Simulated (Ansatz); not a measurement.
Abridged output of a molecular run in Ansatz:

```
Functional definition: HF
1142 factors; integrals over basis functions are off by at most 5.8e-4 eV
mean field evaluation 1: about -102847.3847 eV, gradient 3.8e1 eV
mean field evaluation 2: about -102847.4859 eV, gradient 3.8e1 eV
mean field evaluation 4: about -102850.6787 eV, gradient 2.4e0 eV
mean field evaluation 8: about -102850.7062 eV, gradient 2.2e-4 eV
mean field -102850.70620826 eV, -3779.6937384409 hartree, gradient 2.9e-6 eV, S^2 0.000000; 0 other end points of the search recorded, 0 dependent functions left out
24 core orbitals not correlated: weight in the atoms' cores, before any rotation towards them, 1.000 or more for the frozen orbitals, at most 0.000 for the correlated occupied ones
reference -102850.70620826 eV, -3779.6937384409 hartree; 26, 26 occupied and 63, 63 virtual orbitals, 1142 factors
second order -21.32975803 eV of doubles, -0.00000000 eV of singles
cycle   1  -21.61743887 eV  change   -2.9e-1 eV  update   9.6e-2
cycle   2  -22.03075148 eV  change   -4.1e-1 eV  update   2.8e-2
cycle   3  -22.13066349 eV  change   -1.0e-1 eV  update   1.5e-2
cycle   4  -22.12434186 eV  change    6.3e-3 eV  update   3.4e-3
cycle   5  -22.12229281 eV  change    2.0e-3 eV  update   1.5e-3
cycle   6  -22.12262722 eV  change   -3.3e-4 eV  update   5.1e-4
cycle   7  -22.12237815 eV  change    2.5e-4 eV  update   1.9e-4
cycle   8  -22.12234827 eV  change    3.0e-5 eV  update   6.1e-5
perturbative correction -0.51380253 eV, -0.0188818948 hartree
Total energy: -102873.34235906 eV, -3780.5256016396 hartree
```

Its atoms:

Cartesian coordinates in Å:
```
O 0.5090 -0.8176 1.2965
Sn 0.0708 0.1981 -0.2896
Cl 2.0342 1.1290 -0.9931
Cl -0.7580 -1.1987 -1.9164
Br -1.5971 1.9172 0.1965
H -0.2590 -1.2280 1.7061
```

Q: Which basis set was used?
A. def2-QZVPP
B. cc-pV(Q+d)Z
C. def2-SVP
D. def2-TZVPPD

A: C. It gives 113 functions.

Q: Write the keys of the input that set method, charge and spin (a neutral closed shell needs none for the last two).

A: 
```yaml
correlation: {method: ccsd_t}
```
